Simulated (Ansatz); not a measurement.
The first iterations of a band of CH4AlNS (8 atoms, charge 0, multiplicity 1).

Computed with RKS PBE-D4/6-31G* in Ansatz.

* movable images: 5
* climbing image: yes
* spring: 5.0 eV/Å²
* optimiser: quadratic models (default)
* start path: through a guess of the saddle point
* force threshold: 0.03 eV/Å
* iteration limit: 60
* end points: relaxed

First end point:

```xyz
8
Properties=species:S:1:pos:R:3
Al -0.181 1.958 -0.481
N -0.250 0.230 -0.084
C -0.191 -0.987 0.206
S 1.357 -1.857 0.528
H -0.077 2.338 -2.028
H -0.284 2.983 0.738
H -1.075 -1.650 0.295
H 0.793 -3.072 0.769
```

Last end point:

```xyz
8
Properties=species:S:1:pos:R:3
Al -0.073 1.758 -0.426
N -0.332 0.046 -0.046
C -0.530 -1.163 0.223
S 0.714 -2.408 0.609
H 0.141 2.131 -1.964
H -0.067 2.777 0.803
H -1.532 -1.636 0.257
H 1.772 -1.562 0.488
```

| iteration | highest image above the first end (eV) | largest band force component (eV/Å) |
| --- | --- | --- |
| 1 | 13.607 | 58.413 |
| 2 | 7.623 | 29.189 |
| 3 | 3.102 | 14.846 |
| 4 | 1.213 | 6.823 |
| 5 | 0.633 | 3.791 |
| 6 | 0.510 | 1.519 |
| 7 | 0.498 | 1.125 |
| 8 | 0.420 | 0.577 |
| 9 | 0.366 | 0.800 |
| 10 | 0.352 | 0.690 |
| 11 | 0.452 | 1.530 |

Task: Does the band converge within its limit, and where does its top end?

Result: It converged. It ended after 33 iterations with the highest image 0.328 eV above the first end. A vibrational analysis at the climbing image gives one clearly imaginary mode, 353i cm⁻¹: a first-order saddle point.

Time of the run: 6.2 min on 1 thread of Arm Neoverse V2, on a shared host, peak memory 0.12 GiB.
